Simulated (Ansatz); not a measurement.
# Relative stability

The two ends of one reaction step of CH$_{4}$BrIn, closed shell (PBE0-D4/def2-TZVP).

A:

```xyz
7
angstrom
In -0.4592 -0.7870 -0.5838
Br 1.4414 -1.5726 -2.0037
H -1.8944 -1.6607 -0.8980
C 0.1367 0.8011 0.7088
H -0.6974 1.1781 1.2994
H 0.9196 0.4340 1.3739
H 0.5533 1.6070 0.1034
```

B:

```csv
atom,x (Å),y (Å),z (Å)
In1,-0.0234,-0.3636,-0.3353
Br2,-0.2181,-3.3106,-3.0517
H3,-0.1468,-2.2367,-2.0617
C4,0.0830,1.2625,1.1637
H5,-0.8953,1.4341,1.6242
H6,0.7925,1.0143,1.9597
H7,0.4081,2.1999,0.7011
```

Program: Ansatz 0.2.0. Basis: def2-TZVPP. Cores are frozen in the correlated methods. Filled d shells of the heavier atoms are correlated. Core potentials replace the inner electrons of the atoms past krypton. The def2 sets are not built for correlating such inner shells, so the correlated values are less sure here. B3LYP uses VWN-RPA correlation.

(1) Which structure is lower at CCSD(T), and by how much? (To be estimated.)

The T1 diagnostic stays at or below 0.011.

Answers

(1) The calculation gives: A, by 30.98 kcal/mol (electronic energy, against the other). By their contacts, A is CH₄BrIn ([CH3][InH][Br]) and B is a complex of CH₃In ([CH3][In]) + HBr.

All methods give the same order:

| method | E(B) − E(A) (kcal/mol) |
| --- | --- |
| SPW92 | 29.65 |
| PBE-D4 | 25.65 |
| BLYP-D4 | 21.46 |
| r2SCAN-D4 | 32.19 |
| B97M-V | 32.31 |
| PBE0-D4 | 30.12 |
| B3LYP-D4 | 25.61 |
| r2SCAN0-D4 | 33.80 |
| BHLYP-D4 | 30.95 |
| CAM-B3LYP-D4 | 30.07 |
| wB97X-V | 34.71 |
| wB97M-V | 32.72 |
| B2PLYP | 28.40 |
| PBE-QIDH | 33.84 |
| RPA on PBE | 29.02 |
| HF | 36.33 |
| MP2 | 30.68 |
| CCSD | 31.17 |
| CCSD(T) | 30.98 |

Labels in which every atom is bracketed show which atoms are joined, not bond orders.

For scale, one of the runs: CCSD(T)/def2-TZVPP, 185 basis functions (an equivalent command: `ansatz run in.yaml --threads 4`). The run took 63 s on 4 CPU threads (shared host), with 2.1 GiB of host memory at its peak.
